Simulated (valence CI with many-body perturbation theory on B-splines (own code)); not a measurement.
**Forbidden lines of Ir3+**

Calculated by relativistic CI+MBPT: six valence electrons over a frozen Dirac-Fock core [Xe] 4f14, a basis of 7 s, 7 p, 8 d, 6 f, 4 g, 1 h functions for each j, with the one-electron correlation potential Σ1, the two-electron term Σ2, the three-electron term Σ3, Breit, model QED; selected CI, second order for the rest, scaled by the run's own slope (own B-spline code, finite nucleus).

No measured levels were compared; by estimate terms of the open shell hold to 2 to 4 % of their energy, and close levels can change places; different configurations can be misplaced against each other by 1,000 to 8,000 cm⁻¹. Among the levels kept, up to 2400 cm⁻¹ of a level comes from second order outside the variational space, and about a tenth of that is noise between levels of different J, which matters for small intervals. Only levels of the ground parity were solved; by the run's estimate the other parity begins above the list, which can be wrong where configurations are misplaced.

Lines 1 to 50 of 119 in falling wavelength, among levels below 45301 cm⁻¹, chosen from the decays that carry over 1 % of a level's rate. Wavelengths and rates use the calculated energies, so an error of 2000 cm⁻¹ moves a line at 26410 Å by 53 % and its rate by three times that or more. Electric multipoles are in the length gauge, E1 and E2 with the static RPA response of the core. Weak lines are less certain than strong ones. Lines between different terms over intervals too small for the method are left out, as are lines whose strength nearly cancels. Where a level lies close to another of its J and parity, the split of strength between their lines is uncertain. Intervals below about 2000 cm⁻¹, as at the head of this list, are uncertain by tens of per cent. The highest levels of a list are the least certain. Branching is blank where the lifetime is uncertain.

Names give the largest LS component (configuration and term), which can be under half, so a name can repeat, a term be missing and a line seem to break the LS rules; names also repeat where a configuration has a term twice. Letters in brackets count levels of one name in rising energy.

| λ vac (Å) | Upper | Lower | Type | A (s⁻¹) | Branch % |
| --- | --- | --- | --- | --- | --- |
| 3.727e+05 | 5d6 5D_0 | 5d6 5D_1 | M1 | 2.51e-03 | 97.7 |
| 38250 | 5d6 3H_5 | 5d6 3H_4 [b] | M1 | 2.14e-01 | 1.3 |
| 37860 | 5d6 3G_3 | 5d6 3G_4 | M1 | 3.91e-01 |  |
| 32070 | 5d6 5D_1 | 5d6 5D_2 | M1 | 2.11e+00 | 100.0 |
| 29530 | 5d6 5D_0 | 5d6 5D_2 | E2 | 5.80e-05 | 2.3 |
| 26410 | 5d6 3G_5 | 5d6 3H_4 [a] | M1 | 6.52e-01 | 27.4 |
| 22100 | 5d6 3H_4 [b] | 5d6 3F_3 | M1 | 6.32e-01 | 1.6 |
| 21530 | 5d6 1I_6 | 5d6 3H_5 | M1 | 1.85e-01 | 1.1 |
| 18760 | 5d6 5D_2 | 5d6 5D_4 | E2 | 1.22e-04 | 100.0 |
| 17940 | 5d6 3D_2 | 5d6 3F_2 | M1 | 3.63e-01 | 2.4 |
| 17670 | 5d6 5D_3 | 5d6 5D_4 | M1 | 5.72e+00 | 100.0 |
| 14940 | 5d6 3G_4 | 5d6 3F_3 | M1 | 4.13e-01 | 2.8 |
| 14930 | 5d6 3D_3 | 5d6 3F_2 | M1 | 5.09e-01 |  |
| 14900 | 5d6 3F_3 | 5d6 3H_4 [a] | M1 | 3.63e+00 | 16.3 |
| 14890 | 5d6 3D_2 | 5d6 3F_3 | M1 | 1.50e+00 | 9.7 |
| 14830 | 5d6 3P_1 [a] | 5d6 3D_2 | M1 | 4.94e+00 | 7.2 |
| 14590 | 5d6 1G_4 | 5d6 3G_3 | M1 | 6.01e-01 | 1.6 |
| 13750 | 5d6 3D_1 | 5d6 3P_2 | M1 | 7.36e+00 | 26.1 |
| 13420 | 5d6 3H_4 [b] | 5d6 3G_5 | M1 | 1.98e+00 | 5.1 |
| 12760 | 5d6 3D_3 | 5d6 3F_3 | M1 | 1.13e+00 |  |
| 12510 | 5d6 3P_0 | 5d6 3D_1 | M1 | 3.35e+00 | 16.5 |
| 12410 | 5d6 1F_3 | 5d6 3D_2 | M1 | 1.93e-01 | 1.1 |
| 12370 | 5d6 1F_3 | 5d6 3G_4 | M1 | 6.52e-01 | 3.8 |
| 12210 | 5d6 3G_3 | 5d6 3F_2 | M1 | 4.18e+00 |  |
| 12180 | 5d6 3P_1 [a] | 5d6 3D_1 | M1 | 4.16e+00 | 6.1 |
| 11980 | 5d6 1G_4 | 5d6 3D_3 | M1 | 4.22e-01 | 1.1 |
| 11840 | 5d5 6s 7S_3 | 5d6 3F_2 | M1 | 7.83e-02 |  |
| 11440 | 5d6 3D_2 | 5d6 3P_2 | M1 | 1.21e+00 | 7.8 |
| 11330 | 5d6 3P_1 [b] | 5d6 3P_0 | M1 | 7.33e+00 | 6.7 |
| 11050 | 5d6 1G_4 | 5d6 3H_5 | M1 | 1.91e+00 | 5.2 |
| 10940 | 5d6 3H_4 [a] | 5d6 5D_3 | M1 | 8.18e-01 | 4.0 |
| 10900 | 5d6 1D_2 | 5d6 3G_3 | M1 | 1.51e+00 | 2.9 |
| 10720 | 5d6 3P_1 [a] | 5d6 1S_0 | M1 | 4.06e+00 | 5.9 |
| 10710 | 5d6 3G_3 | 5d6 3F_3 | M1 | 7.15e+00 |  |
| 10530 | 5d6 1G_4 | 5d6 3G_4 | M1 | 1.21e+00 | 3.3 |
| 10530 | 5d6 3H_5 | 5d6 3H_6 | M1 | 9.90e+00 | 59.6 |
| 10430 | 5d5 6s 7S_3 | 5d6 3F_3 | M1 | 3.59e-01 |  |
| 10400 | 5d6 3G_4 | 5d6 3G_5 | M1 | 6.75e+00 | 45.9 |
| 10140 | 5d6 3D_3 | 5d6 3P_2 | M1 | 5.87e+00 |  |
| 9936 | 5d6 3H_5 | 5d6 3G_5 | M1 | 5.74e+00 | 34.5 |
| 9756 | 5d6 1F_3 | 5d6 3H_4 [b] | M1 | 3.18e-01 | 1.8 |
| 9372 | 5d6 1D_2 | 5d6 3D_3 | M1 | 2.47e+00 | 4.8 |
| 9057 | 5d6 3P_2 | 5d6 5D_1 | M1 | 1.09e+01 | 19.5 |
| 8900 | 5d6 3H_4 [b] | 5d6 3H_4 [a] | M1 | 2.38e+01 | 61.2 |
| 8807 | 5d6 3G_3 | 5d6 3P_2 | M1 | 6.29e-01 |  |
| 8616 | 5d5 6s 7S_3 | 5d6 3P_2 | M1 | 1.59e-01 |  |
| 8576 | 5d6 1G_4 | 5d6 3H_4 [b] | M1 | 1.19e+01 | 32.5 |
| 8118 | 5d6 3P_1 [a] | 5d6 3F_2 | M1 | 3.31e+00 | 4.8 |
| 7541 | 5d6 1D_2 | 5d6 3D_1 | M1 | 3.36e+00 | 6.5 |
| 7461 | 5d6 3G_4 | 5d6 3H_4 [a] | M1 | 1.25e+00 | 8.5 |
